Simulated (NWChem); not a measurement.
Molecule: C$_{3}$H$_{3}$F$_{3}$; SMILES C=CC(F)(F)F

```xyz
9

C     -0.0099    -2.1136     0.0000
C      0.6683    -0.9698     0.0000
C      0.0114     0.3750     0.0000
F     -1.3348     0.2996     0.0000
F      0.3796     1.0939     1.0860
F      0.3796     1.0939    -1.0860
H      0.5027    -3.0706     0.0000
H     -1.0951    -2.1311     0.0000
H      1.7543    -0.9346     0.0000
```
Atoms are numbered in this order, from 1.

Program: NWChem. Coordinates come from a B3LYP/6-31G* (spherical d) optimisation.

Task: Predict the results for BLYP/def2-SVP. Quantities: highest occupied level (eV); orbital gap (eV); dipole (D).

Result: 
```yaml
highest occupied level (eV): -7.17
orbital gap (eV): 5.67
dipole (D): 2.06
```
